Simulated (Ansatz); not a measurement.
`[GeH3][CH]1N[SiH2]1` + `O[AsH2]` → `O[AsH][GeH3]` + `C1N[SiH2]1` at 298.15 K and 1 bar (ligand exchange at a Ge–C bond).

Program: Ansatz. Geometries: PBE0-D4/def2-TZVP. ΔE: electronic, gas phase. CCSD(T)/CBS adds triple-zeta CCSD(T) − MP2 to the extrapolated MP2 energy (def2 sets, frozen cores). For As, Ge outer-core shells are correlated without core-valence functions, which leaves a few kJ/mol of doubt a bond. Scalar relativity is left out up to krypton. Each species was taken in one conformer, which may not be the lowest.

```json
{"species": "`[GeH3][CH]1N[SiH2]1`", "CCSD(T)/CBS energy (Eh)": "-2462.10583", "H − E (kJ/mol)": "208.9", "S (J/(mol·K))": "336.4"}
{"species": "`O[AsH2]`", "CCSD(T)/CBS energy (Eh)": "-2311.97217", "H − E (kJ/mol)": "89.1", "S (J/(mol·K))": "265.7"}
{"species": "`O[AsH][GeH3]`", "CCSD(T)/CBS energy (Eh)": "-4389.29663", "H − E (kJ/mol)": "137.8", "S (J/(mol·K))": "340.8"}
{"species": "`C1N[SiH2]1`", "CCSD(T)/CBS energy (Eh)": "-384.79623", "H − E (kJ/mol)": "167.2", "S (J/(mol·K))": "268.2"}
```

H − E and S are ideal-gas, rigid-rotor, harmonic terms from PBE0-D4/def2-TZVP, for one conformer and one mirror image of each species. 1 Eh = 2625.50 kJ/mol, R = 8.31446 J/(mol·K).

Task: By hand: ΔE, ΔH, ΔS and ΔG.

Result: ΔE = (-4389.29663) + (-384.79623) − (-2462.10583) − (-2311.97217) = -0.01486 Eh = -39.0 kJ/mol. Δ(H − E) = 137.8 + 167.2 − 208.9 − 89.1 = 7.0, so ΔH = -32.0 kJ/mol. ΔS = 340.8 + 268.2 − 336.4 − 265.7 = 6.9 J/(mol·K). ΔG = -32.0 − 298.15 × (6.9)/1000 = -34.1 kJ/mol.

Task: By hand: the equilibrium constant, and the temperature at which ΔG would vanish if ΔH and ΔS stayed fixed.

Result: log₁₀ K = −ΔG/(RT ln 10) = 6.0. ΔH and −TΔS have one sign here, so there is no such temperature.

The number of gas molecules stays the same, so ΔS is small and ΔH decides. A doubt of 5 kJ/mol in ΔE shifts log₁₀ K by 0.9 here. Other conformers and mirror images would add mixing entropy, several J/(mol·K) or more a flexible species. These are equilibria of isolated gas molecules and say nothing of rates. Largest T1 diagnostic: 0.012 (customary marks: 0.02 for closed shells, 0.045 for open ones).

ΔS is within the doubt of such terms, so its sign, and with it that verdict, could turn.
